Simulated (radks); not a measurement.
All-electron atom: Sn13+ in [Kr] 4d1.

All-electron calculation, Dirac Kohn-Sham, BLYP, spin-unpolarised, spherical densities, finite nucleus; open shells fill j = l - 1/2 first; Fermi nuclear charge, rms radius 4.6519 fm. Program: a radial shooting solver on a logarithmic mesh with Libxc functionals.

Energy parts (eV):
part                       energy
total                 -166593.588
kinetic                175527.638
electron-nucleus      -393614.201
Hartree                 55729.740
exchange-correlation    -4236.765

Orbitals (lengths in bohr, moments of r in powers of bohr; r(max) is where P^2 peaks):
orbital  occ.  eigenvalue (eV)   r(max)      <r^4>     <r^2>  small-component weight
1s1/2       2        -29289.97  0.01877  3.406e-06  0.001143                3.37e-02
2s1/2       2        -4670.377   0.1062  0.0005901   0.01850                7.14e-03
2p1/2       2        -4382.659  0.08178  0.0003803   0.01375                7.16e-03
2p3/2       4        -4151.865  0.08630  0.0004468   0.01505                6.84e-03
3s1/2       2        -1128.078   0.3070    0.02594    0.1305                2.08e-03
3p1/2       2        -1011.453   0.2932    0.02503    0.1252                2.03e-03
3p3/2       4        -968.8362   0.3034    0.02834    0.1335                1.94e-03
3d3/2       4        -763.5431   0.2479    0.02368    0.1137                1.83e-03
3d5/2       6        -754.6767   0.2508    0.02462    0.1161                1.80e-03
4s1/2       2        -390.7839   0.7213     0.6103    0.6553                6.59e-04
4p1/2       2        -349.0757   0.7373     0.7082    0.6995                6.15e-04
4p3/2       4        -339.4908   0.7573     0.7803    0.7351                5.93e-04
4d3/2       1        -270.5396   0.7886      1.070    0.8419                5.04e-04
4d5/2       0        -268.7870   0.7946      1.098    0.8534                4.99e-04
5s1/2       0        -192.3387    1.451      7.672     2.386                2.68e-04
5p1/2       0        -176.0855    1.521      9.258     2.615                2.51e-04
5p3/2       0        -172.9373    1.553      9.924     2.711                2.45e-04

The highest occupied level is 4d3/2 at -270.54 eV. Summed over all electrons, <r^2> = 8.816 bohr^2, which gives a Langevin (diamagnetic) susceptibility term of -6.98 x 10^-6 cm^3/mol. The density falls to 0.001 e/bohr^3 at r = 1.93 bohr. The electron density at the nucleus is 1.913e+05 e/bohr^3. For comparison, the ionisation energy in NIST's Atomic Spectra Database is 282 eV (theoretical). In exact Kohn-Sham theory the highest level is minus the ionisation energy, but local and semilocal functionals leave it too shallow, through self-interaction and a potential that decays too fast; potentials with the right tail come closer.

Beside tabulated values, note that spin-unpolarised runs miss the spin-polarisation part of the exchange energy of open shells.
